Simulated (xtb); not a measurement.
GaCl3, SMILES [Cl][Ga]([Cl])[Cl]. All values are semi-empirical tight-binding results from xtb (GFN2-xTB unless named), good for trends rather than for accurate numbers. Geometry optimised at GFN2-xTB. The isomer is the one that the SMILES or the coordinates give; other isomers of the formula were not compared.

Optimised geometry:

```xyz
4

Ga     0.0000     0.0000     0.0000
Cl    -2.0890     0.0000     0.0000
Cl     1.0445     1.8091     0.0000
Cl     1.0445    -1.8091     0.0000
```
Charge 0, spin multiplicity 1.

For metal compounds this method's bond lengths and energies can be far off.

Computed properties:
| Quantity | Result |
|---|---|
| point group as xtb finds it | D3h |
| orbital gap | 4.06 eV |
| zero-point energy | 2.1 kcal/mol |
| G − E(el) at 298.15 K (modified RRHO) | -17.2 kcal/mol |

Computed atomic charges and the Wiberg bond orders between heavy atoms:
charges (e) Ga1 -0.02, Cl2 0.01, Cl3 0.01, Cl4 0.01. Bond orders Ga1–Cl2 1.32, Ga1–Cl3 1.32, Ga1–Cl4 1.32.
